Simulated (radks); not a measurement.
Results of a calculation; reference values are marked as such.
Ionisation of Re, [Xe] 4f14 5d5 6s2, to Re+, [Xe] 4f14 5d5 6s1, under several functionals. Dirac Kohn-Sham, spin-unpolarised, spherical densities, finite nucleus; open shells fill j = l - 1/2 first; a radial shooting solver on a logarithmic mesh with Libxc functionals.

functional                                        E(Re) (hartree)  Exc (hartree)  IE (eV)  -e(HOMO) (eV)  <r> HOMO (bohr)  IE error (eV)
B86b exchange with PBE correlation                    -16716.2803      -334.1634    9.183          4.824            1.990         +1.350
BP86                                                  -16717.0698      -334.9595    9.339          4.945            1.990         +1.506
LDA (Slater exchange, VWN5 correlation)               -16705.4000      -323.1865    9.416          5.011            1.987         +1.582
XLYP                                                  -16716.9580      -334.8362    9.121          4.686            1.997         +1.288
exchange-only B88                                     -16711.9531      -329.7805    8.435          3.931            2.016         +0.602
PBEsol                                                -16710.1601      -327.9835    9.200          4.839            1.988         +1.367
LDA (Slater exchange, Perdew-Wang correlation)        -16705.3686      -323.1546    9.416          5.009            1.987         +1.583
revPBE                                                -16715.3745      -333.2486    9.073          4.756            1.989         +1.239
SOGGA                                                 -16709.5760      -327.3955    9.087          4.745            1.988         +1.254
LDA (Slater exchange, Perdew-Zunger correlation)      -16705.3752      -323.1614    9.424          5.011            1.988         +1.591
PBE                                                   -16715.0202      -332.8903    9.157          4.808            1.990         +1.323

NIST Atomic Spectra Database: 7.834 eV (measured). Closest: exchange-only B88. The Delta-SCF values span 0.99 eV, the total energies 11.70 hartree. The highest occupied level is 5d5/2. Spin polarisation and multiplet splitting are left out, so open shells lie too high by an amount that depends on their filling.

Beside tabulated values, note that spin-unpolarised runs miss the spin-polarisation part of the exchange energy of open shells.
